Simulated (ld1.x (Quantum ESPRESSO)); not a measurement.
# Before and after: TM potential for Ni (Z = 28)

ld1.x (Quantum ESPRESSO) 7.5 input, shortened:

```
&input
   title='Ni', zed=28., rel=2, dft='PBE', iswitch=3,
   config='[Ar] 3d8 4s2 4p0 4f-2', rel_dist='average'
 /
 &inputp
   pseudotype=2, tm=.true., lloc=0,
   nlcc=.false.
 /
4
3P  2  1   6.00   0.00  0.75  0.75  0.0
3D  3  2   8.00   0.00  0.90  0.90  0.0
4F  4  3  -2.00  -0.05  2.00  2.00  0.0
4S  1  0   2.00   0.00  2.35  2.35  0.0
 &test
   configts(1)='3p6 3d8 4s2 4p0'
 /
```

Open shells are filled in proportion to 2j + 1 (rel_dist='average').

All-electron outer shells of the reference configuration (PBE, scalar-relativistic, ld1.x):

```json
{"shell": "2p", "level (eV)": "-844.68", "outermost node (bohr)": "–", "outermost maximum (bohr)": "0.16"}
{"shell": "3s", "level (eV)": "-111.06", "outermost node (bohr)": "0.30", "outermost maximum (bohr)": "0.64"}
{"shell": "3p", "level (eV)": "-71.39", "outermost node (bohr)": "0.27", "outermost maximum (bohr)": "0.65"}
{"shell": "3d", "level (eV)": "-8.87", "outermost node (bohr)": "–", "outermost maximum (bohr)": "0.63"}
{"shell": "4s", "level (eV)": "-5.64", "outermost node (bohr)": "0.92", "outermost maximum (bohr)": "2.24"}
{"shell": "4p", "level (eV)": "-1.22", "outermost node (bohr)": "1.00", "outermost maximum (bohr)": "3.17"}
```

Change: all radii scaled by about 1.12 (s 2.62, p 0.84, d 1.00, f 2.24 bohr).

Cutoffs: the cutoffs (Ry, on a coarse ladder) from which the occupation-weighted sum of valence levels, in a spherical-Bessel basis at the reference potential, stays within 10 and 1 mRy of its value at 400 Ry; they do not see the model core or the augmentation charge, which bear on the density cutoff. Errors are all-electron minus pseudo energies relative to the spin-unpolarised reference configuration.

**Question.** Predict the effect on cutoff, ghosts and configuration errors.

**Answer.** Of the 7 tests that both files solve, the error grows in 2 and shrinks in 2 by more than 15 % and 0.3 meV (median size 206.0 → 180.1 meV); neither file shows a bound ghost at the reference potential, the only one tested.

| quantity | base | changed |
| --- | --- | --- |
| cutoff, loose | 260 Ry | 230 Ry |
| cutoff, tight | over 300 Ry | over 300 Ry |
| loose cutoff by channel (10 mRy a level) | p 140 Ry, d 230 Ry, s 8 Ry | p 110 Ry, d 180 Ry, s 6 Ry |
| bound ghosts | none | none |
| error for 3p6 3d8 4s1 4p0, meV [ΔE 9.32 eV] | -4.5 | -2.8 |
| error for 3p6 3d8 4s0 4p0, meV [ΔE 26.67 eV] | -32 | -40 |
| error for 3p6 3d7 4s0 4p0, meV [ΔE 64.14 eV] | -265 | -392 |
| error for 3p6 3d7 4s2 4p1, meV [ΔE 10.54 eV] | -1237 | -1209 |
| error for 3p6 3d8 4s1.5 4p0, meV [ΔE 3.72 eV] | -0.8 | -0.3 |
| error for 3p6 3d8 4s0 4p2, meV [ΔE 9.50 eV] | -1617 | -1651 |
| error for 3p6 3d9 4s1 4p0, meV [ΔE -1.60 eV] | -206 | -180 |

Base: These tests converged, but a pseudo level misses the all-electron one widely, so the file describes the atom poorly there or has found another state: 3p6 3d7 4s0 4p0: empty 4p by 3.2 eV. Changed file: These tests converged, but a pseudo level misses the all-electron one widely, so the file describes the atom poorly there or has found another state: 3p6 3d7 4s0 4p0: empty 4p by 3.3 eV (a node warning on the way).
